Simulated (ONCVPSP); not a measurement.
## Which change was made? (P, ONCV)

ONCVPSP 4.0.1 input, shortened (lines: element, Z, core and valence counts, functional; n l f; lmax; l rc ep ncon nbas qcut; lloc lpopt rc5 dvloc0; l nproj debl; icmod fcfact rcfact), LDA (Perdew-Wang 92), scalar-relativistic:

```
  P 15.00    3    2  -001012      upf
    1    0    2.00
    2    0    2.00
    2    1    6.00
    3    0    1.75
    3    1    3.25
    2
    0    1.40    0.00    4    7    5.90
    1    1.40    0.00    4    8    6.80
    2    1.65    0.04    3    7    5.60
    1    5    1.40    0.00
    0    3    2.30
    1    0    3.50
    2    2    3.40
    3    4.50    1.55
```

Cutoffs, loose and tight: the cutoffs (Ha) at which the residual kinetic energy of the hardest occupied pseudo-wave falls to 1 and 0.1 mHa per electron. They do not see the model core or the augmentation charge, which bear on the density cutoff. Test errors are all-electron minus pseudo excitation energies from the reference, over the configurations 3s2 3p3; 3s2 3p2; 3s2 3p1; 3s2 3p0; variants that change the core or the reference have their own tests.

The base gives: outcome: generated; cutoff, loose: 11 Ha; cutoff, tight: 23 Ha; bound ghosts: s; GHOST(+) flags above zero: none; largest test error (meV): -25.

Q: After one change the result is: outcome: generated; cutoff, loose: 11 Ha; cutoff, tight: 14 Ha; bound ghosts: none; GHOST(+) flags above zero: none; largest test error (meV): -12. Which change was it?
A. all radii but the core radius scaled by about 1.24 (s 1.74, p 1.74, d 2.06 bohr)
B. all radii but the core radius scaled by about 0.90 (s 1.26, p 1.26, d 1.48 bohr)
C. all radii but the core radius scaled by about 1.04 (s 1.46, p 1.46, d 1.72 bohr)

A: A. The others give: all radii but the core radius scaled by about 1.04 (s 1.46, p 1.46, d 1.72 bohr) → outcome: generated; cutoff, loose: 11 Ha; cutoff, tight: 14 Ha; bound ghosts: s; GHOST(+) flags above zero: none; largest test error (meV): -18 | all radii but the core radius scaled by about 0.90 (s 1.26, p 1.26, d 1.48 bohr) → outcome: generated; cutoff, loose: 32 Ha; cutoff, tight: 119 Ha; bound ghosts: s; GHOST(+) flags above zero: none; largest test error (meV): -29.
